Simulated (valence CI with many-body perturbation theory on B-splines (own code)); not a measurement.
## E1 line list for Yb56+

Calculated by valence CI with perturbative core correlation (CI+MBPT): four valence electrons over a frozen Dirac-Fock core [Ne], a basis of 11 s, 11 p, 9 d, 7 f, 5 g, 2 h, 1 i functions for each j, with the one-electron correlation potential Σ1, the two-electron term Σ2, the three-electron term Σ3, Breit, model QED; selected CI, second order for the rest (own B-spline code, finite nucleus).

The last digits are not significant, and no measured levels were compared; by estimate large intervals hold to a few tenths of a per cent, small ones and those within an open d or f shell to about a per cent.

Lines 51 to 100 of 229 in falling wavelength, among levels below 8452.1 × 10³ cm⁻¹, chosen from the strongest by gf and those to the six lowest levels. Wavelengths and rates use the calculated energies. Electric multipoles are in the length gauge, E1 and E2 with the static RPA response of the core. Weak lines are less certain than strong ones. Lines between different terms over intervals too small for the method are left out, as are lines whose strength nearly cancels. The highest levels of a list are the least certain.

Levels are named by their leading jj configuration (3d3/2^4 stands for four electrons in 3d with j = 3/2), which in mixed levels can hold well under half, so a name can repeat and another be missing. Letters in brackets count levels of one name in rising energy.

```tsv
λ vac (nm)	Upper	Lower	A (s⁻¹)	S (a.u.) with core polarisation	S without
6.741	(3s 3p1/2 3p3/2^2) J=1 [b]	(3s^2 3p3/2^2) J=2	1.61e+10	7.29e-03	7.41e-03
6.600	(3s 3p1/2 3p3/2 3d5/2) J=3 [d]	(3s^2 3p3/2 3d5/2) J=2	5.50e+09	5.46e-03	5.54e-03
6.579	(3s 3p1/2 3p3/2 3d3/2) J=2 [a]	(3s 3p1/2 3p3/2^2) J=2 [a]	1.44e+10	1.01e-02	1.02e-02
6.545	(3s 3p1/2^2 3d3/2) J=2	(3s 3p1/2^2 3p3/2) J=1	5.09e+09	3.52e-03	3.58e-03
6.544	(3s 3p1/2 3p3/2 3d3/2) J=2 [b]	(3s 3p1/2 3p3/2^2) J=3	5.16e+10	3.57e-02	3.62e-02
6.509	(3s 3p1/2 3p3/2 3d3/2) J=2 [c]	(3s 3p1/2 3p3/2^2) J=2 [b]	1.70e+10	1.15e-02	1.17e-02
6.310	(3s^2 3p1/2 3d3/2) J=2	(3s^2 3p1/2 3p3/2) J=2	8.00e+09	4.96e-03	5.03e-03
6.040	(3s^2 3p1/2 3d3/2) J=2	(3s^2 3p1/2 3p3/2) J=1	3.05e+08	1.66e-04	1.68e-04
5.931	(3s 3p1/2^2 3d3/2) J=1	(3s 3p1/2^2 3p3/2) J=2	4.79e+09	1.48e-03	1.50e-03
5.747	(3s 3p1/2^2 3d3/2) J=2	(3s 3p1/2^2 3p3/2) J=2	1.25e+10	5.86e-03	5.94e-03
5.308	(3s 3p1/2^2 3d5/2) J=3	(3s^2 3p1/2 3d3/2) J=2	2.43e+08	1.26e-04	1.27e-04
5.244	(3s^2 3p1/2 3d3/2) J=1	(3s^2 3p1/2 3p3/2) J=2	4.19e+09	8.95e-04	9.11e-04
5.057	(3s^2 3p1/2 3d3/2) J=1	(3s^2 3p1/2 3p3/2) J=1	2.47e+09	4.72e-04	4.78e-04
5.028	(3s 3p1/2^2 3d5/2) J=2	(3s^2 3p1/2 3d3/2) J=2	8.69e+08	2.72e-04	2.77e-04
4.766	(3s 3p1/2 3p3/2 3d5/2) J=2 [b]	(3s 3p1/2 3p3/2^2) J=2 [b]	4.14e+10	1.11e-02	1.12e-02
4.690	(3s 3p1/2 3p3/2 3d5/2) J=1 [b]	(3s 3p1/2 3p3/2^2) J=1 [b]	3.55e+10	5.43e-03	5.50e-03
4.600	(3s 3p1/2 3p3/2 3d5/2) J=3 [c]	(3s 3p1/2 3p3/2^2) J=2 [b]	1.17e+10	3.94e-03	3.99e-03
4.593	(3s 3p1/2 3p3/2 3d5/2) J=1 [a]	(3s 3p1/2 3p3/2^2) J=0	4.63e+10	6.64e-03	6.73e-03
4.575	(3s 3p1/2 3p3/2 3d5/2) J=3 [a]	(3s 3p1/2 3p3/2^2) J=3	1.93e+10	6.38e-03	6.47e-03
4.567	(3s 3p1/2^2 3d5/2) J=2	(3s 3p1/2^2 3p3/2) J=1	1.29e+11	3.04e-02	3.08e-02
4.539	(3s^2 3p3/2 3d5/2) J=2	(3s^2 3p3/2^2) J=2	1.25e+11	2.89e-02	2.93e-02
4.515	(3s 3p1/2 3p3/2 3d5/2) J=1 [b]	(3s 3p1/2 3p3/2^2) J=2 [b]	3.11e+10	4.24e-03	4.30e-03
4.498	(3s 3p1/2 3p3/2 3d5/2) J=1 [c]	(3s 3p1/2 3p3/2^2) J=1 [b]	4.23e+10	5.70e-03	5.78e-03
4.479	(3s^2 3p1/2 3d5/2) J=2	(3s^2 3p1/2 3p3/2) J=2	3.26e+10	7.23e-03	7.33e-03
4.465	(3s^2 3p1/2 3d5/2) J=3	(3s^2 3p1/2 3p3/2) J=2	1.60e+11	4.92e-02	4.98e-02
4.457	(3s 3p1/2 3p3/2 3d5/2) J=2 [a]	(3s 3p1/2 3p3/2^2) J=2 [a]	1.28e+11	2.80e-02	2.84e-02
4.448	(3s 3p1/2 3p3/2 3d5/2) J=0	(3s 3p1/2 3p3/2^2) J=1 [b]	2.73e+11	1.18e-02	1.20e-02
4.417	(3s 3p1/2 3p3/2 3d5/2) J=3 [b]	(3s 3p1/2 3p3/2^2) J=3	1.31e+11	3.90e-02	3.95e-02
4.374	(3s 3p1/2 3p3/2 3d5/2) J=4 [b]	(3s 3p1/2 3p3/2^2) J=3	1.48e+11	5.51e-02	5.59e-02
4.354	(3s 3p1/2^2 3d5/2) J=3	(3s 3p1/2^2 3p3/2) J=2	1.54e+11	4.38e-02	4.44e-02
4.347	(3s 3p1/2 3p3/2 3d5/2) J=2 [b]	(3s 3p1/2 3p3/2^2) J=3	7.38e+10	1.50e-02	1.52e-02
4.345	(3s 3p1/2 3p3/2 3d5/2) J=2 [d]	(3s 3p1/2 3p3/2^2) J=1 [b]	2.93e+11	5.93e-02	6.01e-02
4.342	(3s^2 3p1/2 3d5/2) J=2	(3s^2 3p1/2 3p3/2) J=1	2.22e+11	4.48e-02	4.54e-02
4.337	(3s^2 3p3/2 3d5/2) J=1	(3s^2 3p3/2^2) J=0	2.65e+11	3.20e-02	3.24e-02
4.329	(3s 3p1/2 3p3/2 3d5/2) J=1 [c]	(3s 3p1/2 3p3/2^2) J=1 [a]	2.27e+11	2.73e-02	2.77e-02
4.315	(3s 3p1/2 3p3/2 3d5/2) J=3 [d]	(3s 3p1/2 3p3/2^2) J=2 [b]	3.13e+11	8.69e-02	8.81e-02
4.310	(3s 3p1/2 3p3/2 3d5/2) J=3 [a]	(3s 3p1/2 3p3/2^2) J=2 [a]	2.16e+11	5.96e-02	6.05e-02
4.297	(3s 3p1/2 3p3/2 3d5/2) J=1 [b]	(3s 3p1/2 3p3/2^2) J=0	1.54e+11	1.80e-02	1.83e-02
4.296	(3s 3p1/2 3p3/2 3d5/2) J=2 [c]	(3s 3p1/2 3p3/2^2) J=2 [b]	1.01e+11	1.97e-02	2.00e-02
4.288	(3s 3p1/2 3p3/2 3d5/2) J=2 [c]	(3s 3p1/2 3p3/2^2) J=1 [a]	2.49e+11	4.84e-02	4.90e-02
4.282	(3s 3p1/2 3p3/2 3d5/2) J=0	(3s 3p1/2 3p3/2^2) J=1 [a]	1.21e+11	4.68e-03	4.75e-03
4.191	(3s^2 3p3/2 3d5/2) J=3	(3s^2 3p3/2^2) J=2	5.17e+11	1.31e-01	1.33e-01
4.187	(3s 3p1/2 3p3/2 3d5/2) J=2 [d]	(3s 3p1/2 3p3/2^2) J=1 [a]	2.04e+10	3.69e-03	3.75e-03
4.173	(3s 3p1/2 3p3/2 3d5/2) J=4 [c]	(3s 3p1/2 3p3/2^2) J=3	1.81e+11	5.83e-02	5.91e-02
4.170	(3s 3p1/2 3p3/2 3d5/2) J=3 [b]	(3s 3p1/2 3p3/2^2) J=2 [a]	1.24e+11	3.12e-02	3.16e-02
4.165	(3s 3p1/2 3p3/2 3d5/2) J=1 [a]	(3s 3p1/2 3p3/2^2) J=2 [a]	3.88e+10	4.15e-03	4.21e-03
4.163	(3s 3p1/2^2 3d5/2) J=2	(3s 3p1/2^2 3p3/2) J=2	4.13e+10	7.36e-03	7.47e-03
4.066	(3s^2 3p3/2 3d5/2) J=1	(3s^2 3p3/2^2) J=2	6.41e+10	6.38e-03	6.47e-03
3.984	(3s 3p1/2 3p3/2 3d5/2) J=3 [c]	(3s 3p1/2 3p3/2^2) J=2 [a]	1.33e+11	2.90e-02	2.94e-02
3.969	(3s 3p1/2 3p3/2 3d5/2) J=3 [d]	(3s 3p1/2 3p3/2^2) J=3	4.98e+10	1.08e-02	1.09e-02
```
